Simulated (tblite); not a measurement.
C₅H₁₄OP₂.
Z-matrix (Å and degrees, GFN2-xTB geometry), rows numbered from 1:
```
C 
C   1  1.5239
P   2  1.8664  1  111.94
C   3  1.8592  2   98.23  1   175.49
P   4  1.8740  3  112.41  2  -153.47
C   3  1.8626  2   98.50  1    77.95
O   6  1.4031  3  103.61  2   163.72
C   7  1.4044  6  114.21  3   177.88
H   1  1.0881  2  110.88  3   -63.02
H   1  1.0877  2  110.38  3    56.89
H   1  1.0885  2  110.48  3   176.90
H   2  1.0936  1  109.57  3  -118.26
H   2  1.0948  1  110.57  3   122.69
H   4  1.0936  3  107.53  2    86.35
H   4  1.0965  3  110.57  2   -31.88
H   5  1.3902  4   95.48  3   -50.84
H   5  1.4069  4   93.84  3  -142.81
H   6  1.1030  3  112.06  2    43.35
H   6  1.1014  3  110.23  2   -77.78
H   8  1.0963  7  111.19  6    58.80
H   8  1.0879  7  106.54  6   177.90
H   8  1.0966  7  110.81  6   -62.74
```

Method: GFN2-xTB as coded in tblite; computed harmonic values from a numerical Hessian at the method's own geometry, unscaled. Errors from tens to a few hundred cm⁻¹ against measured bands are possible. Modes of hydrogen on phosphorus can be 10 to 20 % off. One conformer, not necessarily the lowest.

Harmonic wavenumbers (cm⁻¹): 36.9, 66.1, 83.3, 101.9, 128.6, 150.5, 201.2, 217.0, 229.3, 259.8, 294.5, 326.0, 336.5, 388.6, 653.4, 676.1, 687.7, 737.6, 745.2, 785.0, 845.0, 880.6, 926.4, 974.5, 996.8, 1014.0, 1057.9, 1072.3, 1111.8, 1131.9, 1132.7, 1153.2, 1158.0, 1175.2, 1225.5, 1256.6, 1261.2, 1402.6, 1404.3, 1409.5, 1446.3, 1452.8, 1465.2, 1481.0, 1496.7, 1501.4, 2210.7, 2339.1, 2807.1, 2849.7, 2894.9, 2910.4, 2920.8, 2928.6, 2934.7, 2952.1, 3019.9, 3028.7, 3034.0, 3037.5.

A = 1942, B = 930.9, C = 676.1 MHz; mass 152.052 u (most abundant isotopes); point group C1, symmetry number 1.

Zero-point energy?

½Σν̃ = 39203 cm⁻¹ = 112.09 kcal/mol.

Entropy at 400 K, 1 bar (ideal gas, RRHO, classical rotation)?

Translation 42.45, rotation 30.83, vibration 50.58: S = 123.9 cal/(mol K).

And Cp and H(400 K) − H(0)?

Cp = 55.29 cal/(mol K), of which vibrations give 47.34 (their classical limit is 60 R = 119.2); H(400 K) − H(0) = 13.28 kcal/mol without the zero-point energy, 10.10 from vibrations.

How do the functions run with temperature in this model?

```tsv
T (K)	S (cal/(mol K))	Cp (cal/(mol K))	H − H(0) (kcal/mol)	G − H(0) (kcal/mol)	ln q(vib)
100	74.4	23.2	1.52	-5.93	2.49
200	93.9	33.7	4.39	-14.40	6.12
300	109.6	44.4	8.29	-24.59	9.52
500	137.3	64.9	19.30	-49.33	15.88
800	172.7	85.6	42.14	-95.99	24.73
1000	192.8	94.9	60.24	-132.58	30.17
```

q(vib) and H(0) count from the zero-point level.

Blend soft modes into free rotors: weight 1/[1 + (100 cm⁻¹/ν̃)⁴] for the oscillator and the rest for a rotor with moment μB/(μ + B), μ = h/(8π²ν), B = 10⁻⁴⁴ kg m². What vibrational entropy results?

46.27 cal/(mol K) in place of 50.58, which changes −T·S at 400 K by +1.72 kcal/mol.

Hindered rotation and anharmonicity are outside this model. Other conformers, if any are populated, would add a mixing term that is left out. The structure is chiral; the term R ln 2 for an equal mix with its mirror image is left out.
